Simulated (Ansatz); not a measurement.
Consider the formal exchange of groups at the Si–C bond: `C[SiH2]C(=N)O` + `O[SiH2]OCS` → `C[SiH2]O[SiH2]O` + `N=C(O)CS`.

Isolated molecules relaxed with PBE0-D4/def2-TZVP in Ansatz; ΔE leaves out vibrations. CCSD(T)/CBS adds triple-zeta CCSD(T) − MP2 to the extrapolated MP2 energy (def2 sets, frozen cores). Functionals use def2-TZVPP. B3LYP here is the variant with VWN-RPA as its local correlation; programs differ in this. Each species was taken in one conformer, which may not be the lowest.

```
             level  ΔE (kJ/mol)  difference from CCSD(T)/CBS
            PBE-D4       -156.4                         24.6
           PBE0-D4       -170.8                         10.2
          B3LYP-D4       -171.8                          9.2
             B3LYP       -172.9                          8.1
     HF/def2-TZVPP       -199.1                        -18.1
    MP2/def2-TZVPP       -187.3                         -6.3
CCSD(T)/def2-TZVPP       -179.5                          1.5
     HF/def2-QZVPP       -200.7                        -19.7
SCS-MP2/def2-QZVPP       -187.4                         -6.4
     MP2/CBS(def2)       -188.8                         -7.8
       CCSD(T)/CBS       -181.0                            0
```

Largest T1 diagnostic among the species: 0.013.

In def2-TZVPP, CCSD(T) changes the Hartree–Fock value by +19.6 kJ/mol (the triples alone add +4.8 kJ/mol) and MP2 by +11.8 kJ/mol. From PBE to PBE0 (25 % exact exchange), in def2-TZVPP and without D4, ΔE moves by −14.2 kJ/mol.

CCSD(T)/CBS has its own doubt, a few kJ/mol and more with outer-core shells, so smaller differences from it don't rank the levels.
